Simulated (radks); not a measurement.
Results of a calculation; reference values are marked as such.
Problem. These are the eigenvalues of the occupied orbitals of an atom or ion with whole-number occupations (eV). Code: a radial shooting solver on a logarithmic mesh with Libxc functionals. Model: scalar-relativistic Kohn-Sham, SCAN, spin-polarised, spherical densities, finite nucleus; meta-GGA in the generalised Kohn-Sham scheme; Fermi nuclear charge, rms radius of each element as measured or else 0.836 A^(1/3) + 0.57 fm.

| orbital | eigenvalue |
|---|---|
| 1s up | -78496.65 |
| 1s down | -78496.65 |
| 2s up | -13820.64 |
| 2s down | -13820.54 |
| 2p up | -11976.11 |
| 2p down | -11976.01 |
| 3s up | -3261.143 |
| 3s down | -3261.100 |
| 3p up | -2720.809 |
| 3p down | -2720.755 |
| 3d up | -2133.325 |
| 3d down | -2133.226 |
| 4s up | -709.2708 |
| 4s down | -709.0736 |
| 4p up | -531.2523 |
| 4p down | -531.0734 |
| 4d up | -314.1693 |
| 4d down | -313.9730 |
| 5s up | -107.2214 |
| 5s down | -105.3631 |
| 4f up | -73.9844 |
| 4f down | -73.7390 |
| 5p up | -60.7576 |
| 5p down | -58.6947 |
| 5d up | -8.8601 |
| 5d down | -7.4435 |
| 6s up | -7.1505 |
| 6s down | -6.8688 |

Which element is it, and in what charge state? The configuration may be excited. Open shells, if any, are filled with parallel spins first.

Solution. Z = 78, platinum, charge 0: Pt in [Xe] 4f14 5d8 6s2. The list shows which subshells hold electrons but not how many an open one holds; the 1s level, -2884.7 hartree, gives Z - s = 76.0 by -(Z - s)^2/2, which with screening and relativity narrows Z to a few neighbours, and the depths of the outer levels then fix element, charge and occupations together.
